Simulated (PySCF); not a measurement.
Here is a job for PySCF.
```python
from pyscf import gto, scf, dft

mol = gto.M(
    atom='''
Sb   -0.00000000   -0.00000000   -0.03385819
H     0.00000000    0.00000000    1.72676754
''',
    basis='def2-svp',
    ecp={'Sb': 'def2-svp'},
    spin=2,
    verbose=4,
)

mf = dft.UKS(mol)
mf.xc = 'pbe'
mf.kernel()
mf.analyze()
```

**Question.** Give the <S^2> at the level PBE/def2-SVP (PySCF).

**Answer.** 2.004

**Question.** Give the dipole moment at the level PBE/def2-SVP.

**Answer.** 0.22 D

**Question.** Predict the HOMO energy from PBE/def2-SVP.

**Answer.** -5.33 eV

These values belong to the state on which the SCF converged, which isn't shown to be the lowest.
